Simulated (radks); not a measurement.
The numbers below are computed, except where a source is named.
Problem. Sb I, configuration [Kr] 4d10 5s2 5p2.5 6s0.5 (fractional occupations, a model configuration). Level of theory: Dirac Kohn-Sham, revPBE, spin-unpolarised, spherical densities, finite nucleus; open shells are shared between the two j in proportion to 2j + 1; Fermi nuclear charge, rms radius 4.6802 fm (a radial shooting solver on a logarithmic mesh with Libxc functionals). Some entries of the table are withheld. Estimate them.

| orbital | occ. | eigenvalue (Ry) | r(max) (bohr) | <1/r> (bohr^-1) |
|---|---|---|---|---|
| 1s1/2 | 2 | -2225.999 | 0.01834 | 54.33 |
| 2s1/2 | 2 | -338.7623 | (1) | 12.63 |
| 2p1/2 | 2 | -316.9138 | 0.07984 | 12.61 |
| 2p3/2 | 4 | -298.4075 | 0.08445 | 11.70 |
| 3s1/2 | 2 | -66.54544 | 0.3001 | 4.477 |
| 3p1/2 | 2 | -57.61773 | 0.2865 | (2) |
| 3p3/2 | 4 | -54.20247 | 0.2969 | (3) |
| 3d3/2 | 4 | -38.44989 | 0.2426 | 4.013 |
| 3d5/2 | 6 | -37.74015 | 0.2456 | 3.955 |
| 4s1/2 | 2 | -11.08457 | 0.7232 | (4) |
| 4p1/2 | 2 | -8.06672 | 0.7463 | 1.654 |
| 4p3/2 | 4 | -7.43657 | 0.7707 | 1.583 |
| 4d3/2 | 4 | -2.66795 | 0.8420 | (5) |
| 4d5/2 | 6 | -2.57659 | 0.8512 | (6) |
| 5s1/2 | 2 | -1.07046 | 1.889 | 0.5894 |
| 5p1/2 | 0.833333 | -0.49739 | 2.240 | 0.4716 |
| 5p3/2 | 1.66667 | -0.44899 | 2.335 | 0.4494 |
| 6s1/2 | 0.5 | -0.08971 | (7) | 0.1646 |
| 6p1/2 | 0 | -0.03472 | 9.140 | 0.1111 |
| 6p3/2 | 0 | -0.03265 | 9.479 | 0.1077 |

Solution. 
(1) 2s1/2 r(max) (bohr): 0.1038
(2) 3p1/2 <1/r> (bohr^-1): 4.386
(3) 3p3/2 <1/r> (bohr^-1): 4.164
(4) 4s1/2 <1/r> (bohr^-1): 1.769
(5) 4d3/2 <1/r> (bohr^-1): 1.306
(6) 4d5/2 <1/r> (bohr^-1): 1.287
(7) 6s1/2 r(max) (bohr): 6.385
